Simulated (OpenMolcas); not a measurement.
**How basis sets differ on GaBH3ClO (SMILES O[B](Cl)[GaH2])**

GaBH3ClO: 7 atoms, total charge 0, spin state singlet. As SMILES, `O[B](Cl)[GaH2]`. The coordinates come from a PBE0-D4/def2-TZVP relaxation. This is one conformer, not always the lowest.

Each level gives the HOMO–LUMO gap (eV). The values are calculated.

```
                          level          kind     program  value (eV)  CPU time
              HF/ANO-R0 (sfX2C)  Hartree–Fock  OpenMolcas       10.30     3.6 s
                      HF/STO-3G  Hartree–Fock  OpenMolcas       11.30     3.3 s
                       HF/3-21G  Hartree–Fock  OpenMolcas       11.44     2.9 s
HF/6-31G* (spherical functions)  Hartree–Fock  OpenMolcas       11.44      10 s
```

All-electron rows without a relativistic Hamiltonian named are non-relativistic. The values span 10.30 to 11.44 eV. A Hartree–Fock LUMO above zero doesn't converge with the basis: it sinks as sets grow more diffuse. Orbital gaps aren't excitation energies. Times are those of the runs behind each value, whatever else they computed, on shared processors of several kinds: orders of magnitude only.
